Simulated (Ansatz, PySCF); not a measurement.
Reaction (SMILES): C=C=C [propa-1,2-diene] + C (CH4) → 2 C=C (C2H4)
Each molecule is optimised on its own at B3LYP-D3(BJ)/def2-TZVP (Ansatz, a first-principles code).

Wanted: bond separation energy (electronic energy difference), in eV. Valence correlation only, unless marked. Spin-orbit coupling is left out. Non-relativistic. Basis-set limits of correlation are two-point, X^-3; Hartree-Fock from the larger set. [CCSD(T)-MP2]/basis is that difference in the basis named.

RI-MP2/CBS(aug-cc-pVTZ,aug-cc-pVQZ)+[CCSD(T)-MP2]/aug-cc-pVTZ (Ansatz) gives -0.17 eV.

### Question
Another calculation gave -0.08 eV. Which level was it?
(A) PBE-QIDH/def2-TZVPD (Ansatz)
(B) r2SCAN/def2-TZVPD (Ansatz)
(C) HF/def2-TZVPD (PySCF)

### Answer
A, PBE-QIDH/def2-TZVPD (Ansatz). The others give 0.03 (r2SCAN), -0.25 (HF) eV.
